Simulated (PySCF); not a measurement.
Species: CH₅BF₂Si.
Cartesian coordinates in Å at the PBE0-D3(BJ)/def2-SVP level; atoms count from 1:
```xyz
10
CH5BF2Si angstrom
C     -1.4129   -0.4627   -0.0866
Si     0.0601    0.7033   -0.2490
B      1.7727   -0.1863    0.4041
F      2.2966   -1.2120   -0.2451
F      2.4245    0.2018    1.4857
H     -2.3221    0.0237   -0.4715
H     -1.5919   -0.7365    0.9640
H     -1.2482   -1.3862   -0.6620
H     -0.1774    1.9592    0.5275
H      0.2472    1.0751   -1.6885
```

Computed with PySCF at PBE0/pcSseg-1 and CAM-B3LYP/def2-SVPD, non-relativistic, on one gas-phase PBE0-D3(BJ)/def2-SVP geometry that isn't relaxed in the solvent. The solvent is an IEF-PCM continuum (van der Waals radii × 1.2). Specific hydrogen bonds and non-electrostatic terms are outside this model.

Gas phase at PBE0/pcSseg-1: HOMO -8.80 eV, LUMO -1.02 eV, dipole 1.49 D.

Task: What does the continuum do to the energy, the frontier levels and the dipole at PBE0/pcSseg-1 in acetone and dimethylsulfoxide?

Result: 
```csv
solvent,ε,E(solvent) − E(gas) (kcal/mol),polarisation term (kcal/mol),distortion of the solute (kcal/mol),HOMO (eV),LUMO (eV),dipole (D)
acetone,20.49,-1.96,-2.09,0.13,-8.66,-0.86,1.73
dimethylsulfoxide,46.83,-2.05,-2.20,0.15,-8.65,-0.85,1.74
```

The first energy column is the sum of the next two and covers electrostatics alone. From acetone to dimethylsulfoxide the lowering changes by a factor 1.05, Onsager's factor (ε − 1)/(2ε + 1) by 1.04 and ε itself by 2.3.

Task: Which radius a makes the point-dipole formula ΔE = −[(ε − 1)/(2ε + 1)]·μ²/a³ give the value in dimethylsulfoxide, with the gas-phase dipole?

Result: μ = 0.586 au and |ΔE| = 0.00327 Eh give a = 1.96 Å; the farthest nucleus lies 2.85 Å from the centroid of the nuclei, so such a sphere wouldn't even hold the nuclei. The formula assumes a rigid point dipole at the centre of a sphere.

Task: Give the dipole vector in the frame of the coordinates (D, pointing from negative to positive charge), gas and dimethylsulfoxide.

Result: Gas (-1.47, -0.02, -0.25), solvent (-1.72, -0.09, -0.26). Its length changes by +17 % and its direction by 2°.

Task: Which Mulliken charges (PBE0/pcSseg-1) respond most in acetone (means over atoms taken as equivalent)?

Result: 
```tsv
atoms	environment	gas (e)	solvent (e)	change
Si2	SiH2 silicon	+0.347	+0.367	+0.020
B3	three-coordinate boron	+0.527	+0.539	+0.012
H9/H10	Si–H hydrogen	-0.063	-0.075	-0.012
F4/F5	boron-bound fluorine	-0.283	-0.294	-0.011
C1	Si-methyl carbon	-0.636	-0.645	-0.009
H6/H7/H8	methyl hydrogen	+0.151	+0.159	+0.008
```

Task: Which Mayer bond orders change most in acetone?

Result: 
| bond | length (Å) | gas | solvent | change |
| --- | --- | --- | --- | --- |
| B3–F5 | 1.321 | 1.110 | 1.096 | -0.014 |
| B3–F4 | 1.322 | 1.103 | 1.092 | -0.011 |
| C1–Si2 | 1.886 | 0.970 | 0.979 | +0.009 |
| C1–H6 | 1.101 | 0.955 | 0.952 | -0.003 |
| C1–H7 | 1.100 | 0.955 | 0.952 | -0.003 |
| Si2–H10 | 1.498 | 0.943 | 0.940 | -0.003 |
| Si2–H9 | 1.496 | 0.939 | 0.936 | -0.003 |
| C1–H8 | 1.101 | 0.953 | 0.951 | -0.002 |

Task: How do the nuclear quadrupole coupling constants eQVzz/h respond in acetone?

Result: 
```tsv
nucleus	Q (barn)	gas (MHz)	solvent (MHz)	η gas	η solvent
11B at B3	0.04059	3.54	3.58	0.54	0.56
```

Gas phase at CAM-B3LYP/def2-SVPD: HOMO -10.21 eV, LUMO -0.04 eV, dipole 1.61 D.

Task: What does the continuum do to the energy, the frontier levels and the dipole at CAM-B3LYP/def2-SVPD in acetone?

Result: 
```
solvent      ε  E(solvent) − E(gas) (kcal/mol)  polarisation term (kcal/mol)  distortion of the solute (kcal/mol)  HOMO (eV)  LUMO (eV)  dipole (D)
acetone  20.49                           -2.01                         -2.19                                 0.18     -10.06       0.15        1.88
```

Task: How does the static polarisability (CAM-B3LYP/def2-SVPD, frozen core, with the continuum's full static response) change?

Result: 
```csv
medium,isotropic (au),principal values (au),⟨r²⟩ of the electrons (bohr²)
gas,55.2,"51.2, 53.7, 60.6",663.0
acetone,70.7,"67.5, 69.6, 75.1",663.3
```

The isotropic value in acetone is 1.28 times the gas-phase one; no cavity-field correction is applied. ⟨r²⟩ is taken about the centre of nuclear charge.
